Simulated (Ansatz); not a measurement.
**Molecular dynamics of HTe**

The input (input.yaml):

```yaml
crystal:
  periodic: [false, false, false]
  atoms:
    - { symbol: Te, position_ang: [-0.6984, 0.2038, -0.3685] }
    - { symbol: H, position_ang: [0.7278, -0.2639, 0.3725] }
magnetization:
  spin_polarized: true
  initial_magnetization: 1
basis:
  gaussian: { orbitals: def2-TZVP }
hamiltonian:
  xc: pbe
md:
  timestep: 0.5
  n_steps: 100
  ensemble: nve_milne
  temperature: 2000.0
  initial_velocities: maxwell_boltzmann
  seed: 630794
```

Launched with:

```bash
$ ansatz run input.yaml --threads 1 --pin off --max-ram 2048MiB --backend cpu --events-out ev --progress --plain --runs-dir out
```

It starts from a relaxed structure.

Output, in part (one step line in 2, the closing report, with atoms numbered from 0):

```
md step     0: t =     0.00 fs  T =  2000.0 K  F+E_penalty+E_count = -7308.49734808 eV  E_kin = 0.086173 eV  conserved = -7308.41117474 eV  (56 SCF iters)
md step     2: t =     1.00 fs  T =  1685.8 K  F+E_penalty+E_count = -7308.48378481 eV  E_kin = 0.072637 eV  conserved = -7308.41114750 eV  (31 SCF iters)
md step     4: t =     2.00 fs  T =   905.1 K  F+E_penalty+E_count = -7308.45015534 eV  E_kin = 0.038998 eV  conserved = -7308.41115685 eV  (31 SCF iters)
md step     6: t =     3.00 fs  T =   169.0 K  F+E_penalty+E_count = -7308.41845053 eV  E_kin = 0.007282 eV  conserved = -7308.41116833 eV  (32 SCF iters)
md step     8: t =     4.00 fs  T =    48.0 K  F+E_penalty+E_count = -7308.41323184 eV  E_kin = 0.002068 eV  conserved = -7308.41116355 eV  (33 SCF iters)
md step    10: t =     5.00 fs  T =   641.4 K  F+E_penalty+E_count = -7308.43880165 eV  E_kin = 0.027638 eV  conserved = -7308.41116412 eV  (31 SCF iters)
md step    12: t =     6.00 fs  T =  1476.5 K  F+E_penalty+E_count = -7308.47476262 eV  E_kin = 0.063618 eV  conserved = -7308.41114438 eV  (31 SCF iters)
md step    14: t =     7.00 fs  T =  1967.8 K  F+E_penalty+E_count = -7308.49595029 eV  E_kin = 0.084787 eV  conserved = -7308.41116310 eV  (31 SCF iters)
md step    16: t =     8.00 fs  T =  1869.8 K  F+E_penalty+E_count = -7308.49171997 eV  E_kin = 0.080561 eV  conserved = -7308.41115855 eV  (31 SCF iters)
md step    18: t =     9.00 fs  T =  1319.3 K  F+E_penalty+E_count = -7308.46798582 eV  E_kin = 0.056845 eV  conserved = -7308.41114088 eV  (31 SCF iters)
md step    20: t =    10.00 fs  T =   637.1 K  F+E_penalty+E_count = -7308.43860969 eV  E_kin = 0.027450 eV  conserved = -7308.41116010 eV  (33 SCF iters)
md step    22: t =    11.00 fs  T =   135.2 K  F+E_penalty+E_count = -7308.41697853 eV  E_kin = 0.005824 eV  conserved = -7308.41115482 eV  (32 SCF iters)
md step    24: t =    12.00 fs  T =     9.4 K  F+E_penalty+E_count = -7308.41155833 eV  E_kin = 0.000405 eV  conserved = -7308.41115334 eV  (33 SCF iters)
md step    26: t =    13.00 fs  T =   305.9 K  F+E_penalty+E_count = -7308.42432965 eV  E_kin = 0.013178 eV  conserved = -7308.41115126 eV  (33 SCF iters)
md step    28: t =    14.00 fs  T =   914.2 K  F+E_penalty+E_count = -7308.45053921 eV  E_kin = 0.039390 eV  conserved = -7308.41114969 eV  (33 SCF iters)
md step    30: t =    15.00 fs  T =  1583.0 K  F+E_penalty+E_count = -7308.47937256 eV  E_kin = 0.068206 eV  conserved = -7308.41116690 eV  (32 SCF iters)
md step    32: t =    16.00 fs  T =  1980.4 K  F+E_penalty+E_count = -7308.49647300 eV  E_kin = 0.085327 eV  conserved = -7308.41114609 eV  (31 SCF iters)
md step    34: t =    17.00 fs  T =  1831.7 K  F+E_penalty+E_count = -7308.49007218 eV  E_kin = 0.078922 eV  conserved = -7308.41114980 eV  (70 SCF iters)
md step    36: t =    18.00 fs  T =  1142.3 K  F+E_penalty+E_count = -7308.46038982 eV  E_kin = 0.049219 eV  conserved = -7308.41117082 eV  (31 SCF iters)
md step    38: t =    19.00 fs  T =   329.9 K  F+E_penalty+E_count = -7308.42537071 eV  E_kin = 0.014214 eV  conserved = -7308.41115686 eV  (31 SCF iters)
md step    40: t =    20.00 fs  T =     2.0 K  F+E_penalty+E_count = -7308.41124943 eV  E_kin = 0.000085 eV  conserved = -7308.41116420 eV  (32 SCF iters)
md step    42: t =    21.00 fs  T =   427.1 K  F+E_penalty+E_count = -7308.42956083 eV  E_kin = 0.018404 eV  conserved = -7308.41115659 eV  (31 SCF iters)
md step    44: t =    22.00 fs  T =  1259.6 K  F+E_penalty+E_count = -7308.46543577 eV  E_kin = 0.054273 eV  conserved = -7308.41116278 eV  (31 SCF iters)
md step    46: t =    23.00 fs  T =  1889.0 K  F+E_penalty+E_count = -7308.49255345 eV  E_kin = 0.081392 eV  conserved = -7308.41116178 eV  (31 SCF iters)
md step    48: t =    24.00 fs  T =  1953.5 K  F+E_penalty+E_count = -7308.49530997 eV  E_kin = 0.084172 eV  conserved = -7308.41113822 eV  (31 SCF iters)
md step    50: t =    25.00 fs  T =  1498.3 K  F+E_penalty+E_count = -7308.47571583 eV  E_kin = 0.064555 eV  conserved = -7308.41116055 eV  (32 SCF iters)
md step    52: t =    26.00 fs  T =   818.4 K  F+E_penalty+E_count = -7308.44642064 eV  E_kin = 0.035262 eV  conserved = -7308.41115893 eV  (32 SCF iters)
md step    54: t =    27.00 fs  T =   241.7 K  F+E_penalty+E_count = -7308.42155917 eV  E_kin = 0.010412 eV  conserved = -7308.41114719 eV  (32 SCF iters)
md step    56: t =    28.00 fs  T =     1.0 K  F+E_penalty+E_count = -7308.41119814 eV  E_kin = 0.000043 eV  conserved = -7308.41115486 eV  (32 SCF iters)
md step    58: t =    29.00 fs  T =   185.7 K  F+E_penalty+E_count = -7308.41915222 eV  E_kin = 0.008001 eV  conserved = -7308.41115112 eV  (33 SCF iters)
md step    60: t =    30.00 fs  T =   727.5 K  F+E_penalty+E_count = -7308.44250880 eV  E_kin = 0.031347 eV  conserved = -7308.41116181 eV  (33 SCF iters)
md step    62: t =    31.00 fs  T =  1411.8 K  F+E_penalty+E_count = -7308.47198064 eV  E_kin = 0.060831 eV  conserved = -7308.41114928 eV  (32 SCF iters)
md step    64: t =    32.00 fs  T =  1917.1 K  F+E_penalty+E_count = -7308.49374746 eV  E_kin = 0.082601 eV  conserved = -7308.41114617 eV  (32 SCF iters)
md step    66: t =    33.00 fs  T =  1933.5 K  F+E_penalty+E_count = -7308.49447933 eV  E_kin = 0.083309 eV  conserved = -7308.41117060 eV  (31 SCF iters)
md step    68: t =    34.00 fs  T =  1369.4 K  F+E_penalty+E_count = -7308.47015498 eV  E_kin = 0.059003 eV  conserved = -7308.41115155 eV  (31 SCF iters)
md step    70: t =    35.00 fs  T =   529.6 K  F+E_penalty+E_count = -7308.43397286 eV  E_kin = 0.022817 eV  conserved = -7308.41115595 eV  (31 SCF iters)
md step    72: t =    36.00 fs  T =    17.1 K  F+E_penalty+E_count = -7308.41190363 eV  E_kin = 0.000737 eV  conserved = -7308.41116685 eV  (32 SCF iters)
md step    74: t =    37.00 fs  T =   245.0 K  F+E_penalty+E_count = -7308.42171861 eV  E_kin = 0.010555 eV  conserved = -7308.41116349 eV  (33 SCF iters)
md step    76: t =    38.00 fs  T =  1025.9 K  F+E_penalty+E_count = -7308.45536940 eV  E_kin = 0.044204 eV  conserved = -7308.41116572 eV  (31 SCF iters)
md step    78: t =    39.00 fs  T =  1765.2 K  F+E_penalty+E_count = -7308.48719781 eV  E_kin = 0.076056 eV  conserved = -7308.41114148 eV  (31 SCF iters)
md step    80: t =    40.00 fs  T =  1995.7 K  F+E_penalty+E_count = -7308.49714513 eV  E_kin = 0.085987 eV  conserved = -7308.41115825 eV  (31 SCF iters)
md step    82: t =    41.00 fs  T =  1660.4 K  F+E_penalty+E_count = -7308.48270425 eV  E_kin = 0.071541 eV  conserved = -7308.41116281 eV  (31 SCF iters)
md step    84: t =    42.00 fs  T =  1008.5 K  F+E_penalty+E_count = -7308.45459380 eV  E_kin = 0.043452 eV  conserved = -7308.41114225 eV  (31 SCF iters)
md step    86: t =    43.00 fs  T =   374.2 K  F+E_penalty+E_count = -7308.42727823 eV  E_kin = 0.016122 eV  conserved = -7308.41115651 eV  (34 SCF iters)
md step    88: t =    44.00 fs  T =    25.7 K  F+E_penalty+E_count = -7308.41226161 eV  E_kin = 0.001107 eV  conserved = -7308.41115494 eV  (33 SCF iters)
md step    90: t =    45.00 fs  T =    93.4 K  F+E_penalty+E_count = -7308.41517899 eV  E_kin = 0.004024 eV  conserved = -7308.41115526 eV  (33 SCF iters)
md step    92: t =    46.00 fs  T =   552.9 K  F+E_penalty+E_count = -7308.43497295 eV  E_kin = 0.023821 eV  conserved = -7308.41115238 eV  (33 SCF iters)
md step    94: t =    47.00 fs  T =  1226.8 K  F+E_penalty+E_count = -7308.46400441 eV  E_kin = 0.052858 eV  conserved = -7308.41114596 eV  (32 SCF iters)
md step    96: t =    48.00 fs  T =  1815.1 K  F+E_penalty+E_count = -7308.48937464 eV  E_kin = 0.078207 eV  conserved = -7308.41116771 eV  (31 SCF iters)
md step    98: t =    49.00 fs  T =  1989.6 K  F+E_penalty+E_count = -7308.49687802 eV  E_kin = 0.085727 eV  conserved = -7308.41115110 eV  (31 SCF iters)
md step   100: t =    50.00 fs  T =  1573.3 K  F+E_penalty+E_count = -7308.47893330 eV  E_kin = 0.067787 eV  conserved = -7308.41114676 eV  (72 SCF iters)
Total energy: -7308.47896027 eV, -268.5816479251 hartree
Atom 0 at    -0.698091     0.203699    -0.368340 Å, force    -0.696211     0.228311    -0.361725 eV/Å
Atom 1 at     0.688732    -0.251088     0.352202 Å, force     0.696211    -0.228311     0.361725 eV/Å
Dipole moment:     0.027285    -0.008948     0.014176 e Å
```

All steps were run. The conserved energy stayed within 0.018 meV per atom of its start (net change 0.014 meV per atom), so the integration is sound. A run of 0.05 ps of so small a system gives no equilibrium averages.

The same pairs are bonded in the first frame and the last. Pairs count as bonded within 1.25 times the sum of covalent radii (0.12 Å more for H–H).

Last frame:

```xyz
2
Properties=species:S:1:pos:R:3
Te -0.698 0.204 -0.368
H 0.689 -0.251 0.352
```

The run took 120 s on 1 CPU thread of a shared host.
